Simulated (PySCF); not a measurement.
**Working out the ionisation energy of Ti+**

Ti+ [Ar] 3d2 4s1 (4F) → Ti(2+) [Ar] 3d2 (3F). All numbers are calculated (PySCF 2.14, no relativity, point nucleus, in 6-31G* (5s4p2d1f, 34 functions)). Frozen: [Ar]. Energies in hartree (1 hartree = 27.21139 eV):

```csv
part,Ti+ (lower),Ti(2+) (upper)
UHF,-848.128901,-847.657179
MP2 opposite-spin,0.000000,0.000000
MP2 same-spin,-0.006099,-0.003249
```

Task: What does Hartree-Fock give?

Result: (-847.657179) − (-848.128901) = 0.471722 hartree = 12.836 eV.

Task: What do MP2 and SCS-MP2 (6/5 opposite-spin, 1/3 same-spin) give?

Result: The opposite-spin parts differ by 0.000 eV and the same-spin parts by 0.078 eV. MP2: 12.836 + (0.000) + (0.078) = 12.914 eV. SCS-MP2: 12.836 + 1.2 × (0.000) + (0.078)/3 = 12.862 eV.

Reference: 13.575 eV (measured; NIST Atomic Spectra Database, ionization energies), between the lowest levels; spin-orbit coupling is absent from the calculation.

The calculation is non-relativistic.

What remains against the reference includes basis incompleteness, the frozen core and correlation beyond second order.
